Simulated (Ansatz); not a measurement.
A run of Ansatz (development build ahead of 0.2.0) on singlet Na4Cl4 at this shape:

```xyz
8

Na   -1.2112   -1.2202   -1.2068
Cl   -1.4019   -1.3942    1.4008
Cl   -1.4061    1.4064   -1.4129
Na   -1.2132    1.2197    1.2165
Cl    1.4064   -1.4114   -1.3981
Na    1.2117   -1.2123    1.2014
Na    1.2108    1.2213   -1.2122
Cl    1.4063    1.3966    1.3970
```

Its results:

```yaml
Converged: yes
Reference_energy: -2485.14772 hartree
Correlation_energy: -0.57478 hartree
Total_energy: -2485.72250 hartree
Spin_squared_of_the_determinant: 0.000
```

(1) Which input gives this output? Name the method, the orbitals and the basis set, and write the input.

Results:

(1) RHF-MP2 in def2-SVP. An unrestricted run that stays on the closed shell gives the same numbers.

```yaml
crystal:
  periodic: [false, false, false]
  atoms:
    - { symbol: Na, position_ang: [-1.21117, -1.22023, -1.20677] }
    - { symbol: Cl, position_ang: [-1.40193, -1.39416, 1.40083] }
    - { symbol: Cl, position_ang: [-1.40607, 1.4064, -1.4129] }
    - { symbol: Na, position_ang: [-1.21318, 1.21971, 1.21649] }
    - { symbol: Cl, position_ang: [1.40645, -1.41144, -1.39807] }
    - { symbol: Na, position_ang: [1.2117, -1.21233, 1.20139] }
    - { symbol: Na, position_ang: [1.21081, 1.22129, -1.21216] }
    - { symbol: Cl, position_ang: [1.4063, 1.39657, 1.39705] }
basis:
  gaussian: { orbitals: def2-SVP }
hamiltonian:
  xc: hf
correlation:
  method: mp2
  frozen_orbitals: { Cl: 5, Na: 1 }
```
